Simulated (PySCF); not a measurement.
# TPSS on Ca²⁺ (calcium, charge +2)

Configuration: [Ar], closed-shell 1S. All numbers are calculated (PySCF 2.14, the non-relativistic Hamiltonian (point nucleus), in 6-31G*).

| Quantity | Value |
| --- | --- |
| Total energy | -676.879 hartree |
| One-electron energy | -915.705 hartree |
| Hartree (Coulomb) energy | 274.557 hartree |
| Exchange-correlation energy | -35.730 hartree |
| Kinetic energy | 675.87604 hartree |
| ⟨S²⟩ | 0.0000 |
| ⟨L²⟩ | 0.000 |
| Sum of ⟨r⟩ | 12.75 bohr |
| Sum of ⟨r²⟩ | 15.45 bohr² |
| Density at the nucleus (Gaussians lack the cusp) | 5000 bohr⁻³ |
| Langevin diamagnetic susceptibility | -12.2 ×10⁻⁶ cm³/mol |
| Time after the integrals | 0.27 s of wall time on 1 thread of Neoverse-V2 (shared host) |

| shell | electrons | mean orbital energy (eV) | rms radius, mean of both spins (bohr) |
| --- | --- | --- | --- |
| 1s | 2 | -3954.3 | 0.0896 |
| 2s | 2 | -428.69 | 0.397 |
| 2p | 6 | -351.11 | 0.365 |
| 3s | 2 | -62.677 | 1.24 |
| 3p | 6 | -43.501 | 1.37 |
